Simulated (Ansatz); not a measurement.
Reaction: BAsH4 (SMILES B[AsH2]) → BAsH3 (SMILES B[AsH], doublet) + H (doublet) (the As-H bond breaks)
Each species at its own B3LYP-D3(BJ)/def2-TZVP minimum (Ansatz, a quantum-chemistry and plane-wave program).

Wanted: bond dissociation energy (electronic), in kcal/mol. Open shells are spin-unrestricted; no spin-orbit coupling. Correlated methods leave the cores frozen (noble-gas shells, and filled d and f shells in the p block). No relativity. CBS(X,Y): correlation extrapolated as X^-3, Hartree-Fock from the larger set. A bracket is a step between two methods taken in the basis named. Double hybrids freeze cores in their MP2 part. For partners of very few electrons the exact lower level stands in for a higher one.

CCSD(T)/CBS(cc-pVTZ,cc-pVQZ) + [CCSDT(Q) - CCSD(T)]/cc-pVTZ + [CCSDTQ - CCSDT(Q)]/cc-pVDZ (Ansatz) gives 80.3 kcal/mol.

### Question
What does PBE/def2-TZVPD (Ansatz) give here, and how do the other levels compare?

### Answer
PBE gives 77.4 kcal/mol, 2.9 kcal/mol below it. Differences of the others: r2SCAN/def2-TZVPD (Ansatz) -2.0; B3LYP/def2-TZVPD (Ansatz) -1.7; PBE0/def2-TZVPD (Ansatz) -2.9; B2PLYP/def2-TZVPD (Ansatz) -2.4; CCSD(T)/CBS(cc-pVTZ,cc-pVQZ) (Ansatz) 0.0 kcal/mol.
